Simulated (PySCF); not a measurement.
# XPS shifts beside NMR shieldings

Species: C7H10SSi.
Geometry (PBE0-D3(BJ)/def2-SVP, Å), atoms numbered from 1 in this order:
```xyz
19
C7H10SSi angstrom
Si    -2.630    0.807   -0.656
C     -1.752   -0.169    0.711
C     -0.281   -0.291    0.441
C      0.229   -1.367   -0.298
C      1.590   -1.446   -0.577
C      2.467   -0.461   -0.132
C      1.973    0.621    0.604
S      3.002    1.919    1.217
C      0.604    0.698    0.882
H     -2.061    2.186   -0.739
H     -2.441    0.121   -1.970
H     -4.095    0.904   -0.365
H     -2.224   -1.163    0.778
H     -1.939    0.341    1.670
H     -0.448   -2.148   -0.654
H      1.979   -2.291   -1.150
H      3.534   -0.537   -0.356
H      4.164    1.443    0.725
H      0.218    1.544    1.457
```

Binding energies: delta-SCF UKS SCAN, pcX-2 on the ionised atom, pcseg-1 elsewhere, spin-free X2C (PySCF 2.14.0). Shieldings: GIAO CAM-B3LYP/pcSseg-1, non-relativistic, same geometry.

```tsv
atom	isotropic shielding (ppm)
C2	163.3
C3	31.3
C4	50.7
C5	43.7
C6	51.3
C7	34.7
C9	49.7
```

Question: What are the C 1s binding energies of these atoms?

Answer: 
```csv
atom,environment,C 1s (eV),isotropic shielding (ppm)
C4,aromatic CH carbon,289.80,50.7
C9,aromatic CH carbon,289.93,49.7
C6,aromatic CH carbon,289.99,51.3
C5,aromatic CH carbon,290.18,43.7
C2,sp3 carbon bound to silicon,290.33,163.3
C3,substituted aromatic carbon,290.42,31.3
C7,substituted aromatic carbon,290.93,34.7
```

Question: Among the listed atoms, is the one with the highest binding energy also the least shielded?

Answer: No. The highest binding energy is at C7 (290.93 eV, shielding 34.7 ppm), the lowest shielding at C3 (31.3 ppm, 290.42 eV).

Over these 7 sites the two quantities correlate at r = -0.02. By binding energy: C4 < C9 < C6 < C5 < C2 < C3 < C7. By shielding: C3 < C7 < C5 < C9 < C4 < C6 < C2.

Spin contamination (⟨S²⟩ against 0.75 for a pure doublet) is marked for C 1s of C3 (0.86) and C 1s of C7 (0.87), which makes these values less certain. Geometry: PBE0-D3(BJ)/def2-SVP, one conformer, isolated molecule.
